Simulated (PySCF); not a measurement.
C10H10.
SMILES with atom numbers: `[CH:1]#[C:2][C:3]1=[CH:4][C:5]2([CH:6]=[CH:7]1)[CH2:8][CH2:9][CH2:10]2` (hydrogens: H11 on C1; H12 on C4; H13 on C6; H14 on C7; H15, H16 on C8; H17, H18 on C9; H19, H20 on C10)

Level of theory: PBE0-D3(BJ)/def2-SVP geometry optimisation, gas phase in PySCF 2.14.0.

(1) What internal coordinates does the optimisation give?

Results:

(1) 
```
           bond  length (pm)
          C1≡C2        121.4
          C2–C3        142.1
          C3=C4        135.8
          C4–C5        148.9
          C5–C6        150.1
          C6=C7        134.5
  C5–C8, C5–C10        156.2
  C8–C9, C9–C10        153.7
          C3–C7        147.7
         C1–H11        107.4
         C4–H12        109.1
         C6–H13        109.1
         C7–H14        109.1
C8–H15, C10–H20        110.0
C8–H16, C10–H19        109.9
         C9–H17        110.0
         C9–H18        110.0
```

Bonds in one row agree within 1 pm and their mean is given. A selection of angles:
```
    angle  degrees
 C1–C2–C3    178.7
 C2–C3–C4    127.2
 C2–C3–C7    124.4
 C4–C3–C7    108.4
 C3–C4–C5    109.8
 C4–C5–C6    103.1
 C4–C5–C8    119.9
 C6–C5–C8    113.9
C8–C5–C10     86.4
 C5–C6–C7    109.9
 C3–C7–C6    108.8
 C5–C8–C9     89.2
C8–C9–C10     88.2
```

Torsions: C2–C3–C4–C5 180° (antiperiplanar); C3–C4–C5–C6 0° (synperiplanar); C4–C5–C6–C7 0° (synperiplanar); C5–C6–C7–C3 0° (synperiplanar); C4–C5–C8–C9 -142° (anticlinal); C5–C8–C9–C10 20° (synperiplanar); C8–C9–C10–C5 -20° (synperiplanar); C2–C3–C7–C6 180° (antiperiplanar); C4–C5–C10–C9 142° (anticlinal).

The 11 C–C bonds span 1.214 Å (C1≡C2, drawn triple) to 1.562 Å (C5–C10, drawn single), a spread of 0.348 Å. The 4-membered ring C5–C8–C9–C10 has internal angles of 86.4° to 89.2°; it is puckered, 0.13 Å rms from its mean plane, widest ring torsion 20°. The 5-membered ring C3–C4–C5–C6–C7 has internal angles of 103.1° to 109.9°; it is planar, 0.00 Å rms from its mean plane, widest ring torsion 0°. Of the pairs four or more bonds apart, C6···H17 is among the closest relative to their van der Waals radii: 3.04 Å, 105 % of the sum of Bondi's values.

Point group: Cs (tolerance 0.08 Å). Whether it is a minimum is left open (no frequencies).
